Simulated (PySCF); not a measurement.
Cartesian coordinates in Å; atom numbers follow the order of the lines, from 1:
```xyz
13

Si   -0.001   -0.005    0.002
C     0.004   -0.010    1.830
C     0.013   -0.014    3.046
H     0.020   -0.018    4.122
C     1.721   -0.015   -0.612
C     2.867   -0.022   -1.020
H     3.880   -0.029   -1.379
C    -0.852    1.498   -0.601
C    -1.415    2.499   -1.001
H    -1.913    3.385   -1.353
C    -0.875   -1.490   -0.612
C    -1.454   -2.478   -1.020
H    -1.964   -3.354   -1.380
```

PySCF 2.14.0 with density-fitted response routines calculation with PBE0-D3(BJ)/def2-SVP structure and GIAO KT2/pcSseg-1 shieldings; rapidly exchanging positions averaged, single conformer, non-relativistic Hamiltonian, isolated molecule.

Shifts are taken against calculated references (same method and geometry level): $^{13}$C (183.22 ppm) and $^{1}$H (31.18 ppm) and $^{29}$Si (361.05 ppm) vs TMS.

| atoms | nucleus | count | δ (ppm) |
| --- | --- | --- | --- |
| Si1 | $^{29}$Si | 1 | -107.8 |
| C2/C5/C8/C11 | $^{13}$C | 4 | ? |
| C3/C6/C9/C12 | $^{13}$C | 4 | 92.1 |
| H4/H7/H10/H13 | $^{1}$H | 4 | ? |

Estimate the values marked ?.

Results:


- C2/C5/C8/C11: 75.2 ppm, carbon bonded to C, Si
- H4/H7/H10/H13: 2.55 ppm, hydrogen on a carbon bonded to C

Shifts are as computed. Against solution values, carbons near 30 ppm lie about +2 ppm off and those near 130 ppm about -5 ppm. Of 1309 compounds with measured shifts, 239 miss one by over three times the rms of a fit or turn the order of signals round; such compounds aren't used in these exercises.
